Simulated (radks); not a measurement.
Spherical quantum dot in the effective-mass picture: electrons in a parabolic well V = omega^2 r^2 / 2 with omega = 0.732, all in effective atomic units (hartree* = m*/eps^2 hartree, bohr* = eps/m* bohr), one dielectric constant everywhere. Calculated with a radial shooting solver with Libxc functionals: non-relativistic Kohn-Sham, LDA (Slater exchange, Perdew-Wang correlation), spin-polarised, spherical densities. Levels are named by radial order and angular momentum (1s, 1p, 1d, 2s, ...), and open shells are averaged over m. Each electron was tried in the lowest free levels, single moves between levels near the top were tried too, and the lowest total energy was kept; such a search can miss a lower state. At N = 1 the Hartree and exchange-correlation terms need not cancel, so that row can carry a self-interaction error.

N        open shells  2S  E (hartree*)  mu = E(N) - E(N-1) (hartree*)  addition energy mu(N+1) - mu(N) (hartree*)  e(HOMO) (hartree*)  rms radius (bohr*)
1   1s(up 1, down 0)   1       1.12381                         1.1238                                      0.6015              1.3619               1.444
2               none   0       2.84910                         1.7253                                       1.049              1.9561               1.547
3   1p(up 1, down 0)   1       5.62351                         2.7744                                      0.3939              2.9702               1.747
4   1p(up 2, down 0)   2       8.79179                         3.1683                                      0.3944              3.3662               1.867
5   1p(up 3, down 0)   3       12.3544                         3.5626                                      0.4845              3.7580               1.956
6   1p(up 3, down 1)   2       16.4016                         4.0471                                      0.3579              4.2255               2.036
7   1p(up 3, down 2)   1       20.8066                         4.4050                                      0.3577              4.5844               2.105
8               none   0       25.5694                         4.7628                                      0.8242              4.9404               2.166
9   1d(up 1, down 0)   1       31.1563                         5.5870                                      0.3157              5.7451               2.248
10  1d(up 2, down 0)   2       37.0590                         5.9027                                      0.3133              6.0598               2.319
11  1d(up 3, down 0)   3       43.2751                         6.2160                                      0.3102              6.3717               2.383
12  1d(up 4, down 0)   4       49.8013                         6.5263                                      0.3068              6.6802               2.440
13  1d(up 5, down 0)   5       56.6343                         6.8330                                      0.3790              6.9852               2.493
14  1d(up 5, down 1)   4       63.8464                         7.2120                                      0.2905              7.3575               2.543
15  1d(up 5, down 2)   3       71.3489                         7.5025                                      0.2888              7.6473               2.591
16  1d(up 5, down 3)   2       79.1402                         7.7913                                      0.2866              7.9350               2.635
17  1d(up 5, down 4)   1       87.2181                         8.0779                                      0.2840              8.2203               2.678
18              none   0       95.5800                         8.3619                                      0.3597              8.5030               2.718
19  2s(up 1, down 0)   1       104.302                         8.7216                                      0.3181              8.8651               2.758
20              none   0       113.341                         9.0398                                      0.5468              9.1816               2.797
21  1f(up 1, down 0)   1       122.928                         9.5866                                      0.2586              9.7162               2.840
22  1f(up 2, down 0)   2       132.773                         9.8453                                      0.2569              9.9740               2.881
23  1f(up 3, down 0)   3       142.876                         10.102                                      0.2551              10.230               2.920
24  1f(up 4, down 0)   4       153.233                         10.357                                      0.2533              10.484               2.958
25  1f(up 5, down 0)   5       163.843                         10.611                                      0.2514              10.737               2.994
26  1f(up 6, down 0)   6       174.705                         10.862                                      0.2496              10.987               3.029
27  1f(up 7, down 0)   7       185.817                         11.112                                      0.3063              11.236               3.063
28  1f(up 7, down 1)   6       197.235                         11.418                                      0.2422              11.539               3.096
29  1f(up 7, down 2)   5       208.895                         11.660                                      0.2408              11.781               3.128
30  1f(up 7, down 3)   4       220.796                         11.901                                      0.2395              12.021               3.159
31  1f(up 7, down 4)   3       232.936                         12.140                                      0.2380              12.260               3.189
32  1f(up 7, down 5)   2       245.315                         12.378                                      0.2366              12.497               3.218
33  1f(up 7, down 6)   1       257.930                         12.615                                      0.2351              12.733               3.247
34              none   0       270.780                         12.850                                      0.3414              12.967               3.275
35  2p(up 1, down 0)   1       283.971                         13.192                                           -              13.309               3.303

All shells are closed at N = 2, 8, 18, 20, 34 (there: 1s2 1p6 1d10 2s2 1f14); the second difference of the energy has clear peaks (12 % above both neighbours; the first and last values, which can be the largest, are not judged, and half-filled shells can peak too) at N = 2, 5, 8, 13, 18, 20, 27.
